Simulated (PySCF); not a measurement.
isocyanic acid (CHNO), singlet, at a GFN2-xTB geometry; CAMB3LYP/STO-3G (PySCF).

Here is a job for PySCF.
```python
from pyscf import gto, scf, dft

mol = gto.M(
    atom='''
N    -1.09019945    0.19550444    0.26322046
C     0.04813358   -0.04939770    0.01378604
O     1.14545157   -0.10550804   -0.33882666
H    -1.82101787   -0.22808056    0.78535375
''',
    basis='sto-3g',
    verbose=4,
)

mf = dft.RKS(mol)
mf.xc = 'camb3lyp'
mf.kernel()
mf.analyze()
```

What the program printed (banner, timings and long lists left out):

```
PySCF version 2.14.0

[INPUT] verbose = 4
[INPUT] num. atoms = 4
[INPUT] num. electrons = 22
[INPUT] charge = 0
[INPUT] spin (= nelec alpha-beta = 2S) = 0
[INPUT] symmetry False subgroup None
[INPUT] Mole.unit = angstrom
[INPUT] Symbol           X                Y                Z      unit          X                Y                Z       unit  Magmom
[...]
nuclear repulsion = 59.9963110681216
number of shells = 10
number of NR pGTOs = 48
number of NR cGTOs = 16
basis = sto-3g
ecp = {}

******** <class 'pyscf.dft.rks.RKS'> ********
method = RKS
initial guess = minao
damping factor = 0
level_shift factor = 0
DIIS = <class 'pyscf.scf.diis.CDIIS'>
diis_start_cycle = 1
diis_space = 8
diis_damp = 0
SCF conv_tol = 1e-09
SCF conv_tol_grad = None
SCF max_cycles = 50
direct_scf = True
direct_scf_tol = 1e-13
XC library pyscf.dft.libxc version 7.1.2
    S. Lehtola, C. Steigemann, M. J. T. Oliveira, and M. A. L. Marques,  SoftwareX 7, 1–5 (2018)
XC functionals = camb3lyp
    T. Yanai, D. P. Tew, and N. C. Handy,  Chem. Phys. Lett. 393, 51 (2004)
radial grids:
    Treutler-Ahlrichs [JCP 102, 346 (1995); DOI:10.1063/1.469408] (M4) radial grids

becke partition: Becke, JCP 88, 2547 (1988); DOI:10.1063/1.454033
pruning grids: <function nwchem_prune>
grids dens level: 3
symmetrized grids: False
atomic radii adjust function: <function treutler_atomic_radii_adjust>
small_rho_cutoff = 0
Set gradient conv threshold to 3.16228e-05
Initial guess from minao.
tot grids = 51912
init E= -167.02573659978
[...]
cycle= 1 E= -166.150458133896  delta_E= 0.875  |g|= 0.666  |ddm|= 3.11
[...]
cycle= 2 E= -166.080328670289  delta_E= 0.0701  |g|= 0.922  |ddm|=  1.6
[...]
cycle= 3 E= -166.266250650326  delta_E= -0.186  |g|= 0.263  |ddm|= 1.01
[...]
cycle= 4 E= -166.284603376569  delta_E= -0.0184  |g|= 0.0421  |ddm|= 0.326
[...]
cycle= 5 E= -166.285097536957  delta_E= -0.000494  |g|= 0.00354  |ddm|= 0.0527
[...]
cycle= 6 E= -166.285101784996  delta_E= -4.25e-06  |g|= 0.000229  |ddm|= 0.00549
[...]
cycle= 7 E= -166.285101854422  delta_E= -6.94e-08  |g|= 6.6e-05  |ddm|= 0.00098
[...]
cycle= 8 E= -166.285101859385  delta_E= -4.96e-09  |g|= 1.47e-05  |ddm|= 0.000289
[...]
cycle= 9 E= -166.285101859495  delta_E= -1.1e-10  |g|= 2.19e-06  |ddm|= 3.98e-05
[...]
Extra cycle  E= -166.285101859493  delta_E= 1.48e-12  |g|= 3.29e-06  |ddm|= 5.97e-06
converged SCF energy = -166.285101859493
**** SCF Summaries ****
Total Energy =                        -166.285101859493267
Nuclear Repulsion Energy =              59.996311068121628
One-electron Energy =                 -345.553861936956537
Two-electron Energy =                  119.272449009341628
Two-electron Coulomb Energy =          140.497049582460647
DFT Exchange-Correlation Energy =      -21.224600573119019
HOMO-LUMO gap [eV] =                    12.133707487233119
**** MO energy ****
[...]
 ** Mulliken pop on meta-lowdin orthogonal AOs  **
 ** Mulliken pop  **
[...]
 ** Mulliken atomic charges  **
charge of    0N =     -0.26766
charge of    1C =      0.18172
charge of    2O =     -0.09649
charge of    3H =      0.18243
Dipole moment(X, Y, Z, Debye): -1.26652, -0.93521,  1.03022
```
